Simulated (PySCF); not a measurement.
CH4ClFOSi. Atoms are numbered in the order given.

```xyz
9

C      1.7968    -0.1854    -0.7977
Si     0.0240    -0.0205    -0.3427
O     -0.8260    -1.2805    -0.9607
F     -0.5814     1.3691    -0.9119
Cl    -0.2363     0.0790     1.6990
H      2.2194    -1.1048    -0.3673
H      2.3717     0.6734    -0.4220
H      1.9046    -0.2298    -1.8920
H     -1.7551    -1.3605    -0.7242
```
Charge 0, spin multiplicity 1.

Geometry: PBE0-D3(BJ)/def2-SVP. The values are those of a single conformer.

Computed with PBE0/pcSseg-1 run with PySCF.

GIAO shieldings, no solvent; atoms alike by connectivity are averaged. δ = σ(ref) − σ: ¹³C against TMS (σ = 186.3 ppm); ²⁹Si against TMS (σ = 352.7 ppm); ¹⁷O against H2O (σ = 334.2 ppm); ¹⁹F against CFCl3 (σ = 167.2 ppm); ³⁵Cl against HCl (σ = 945.9 ppm); ¹H against TMS (σ = 31.56 ppm), references at their B3LYP-D3(BJ)/def2-TZVP geometries, non-relativistic (without spin–orbit terms, shifts of atoms bonded to Cl or Br come out too high).

Task: Estimate the chemical shifts. (An estimate is asked for; the answer gives what the named calculation found.)

Result: 
```tsv
nucleus	atoms	count	δ (ppm)
¹³C	C1	1	0.0
²⁹Si	Si2	1	-6.8
¹⁷O	O3	1	78.2
¹⁹F	F4	1	-126.4
³⁵Cl	Cl5	1	70.9
¹H	H9	1	2.78
¹H	H6, H7, H8	3	0.75
```
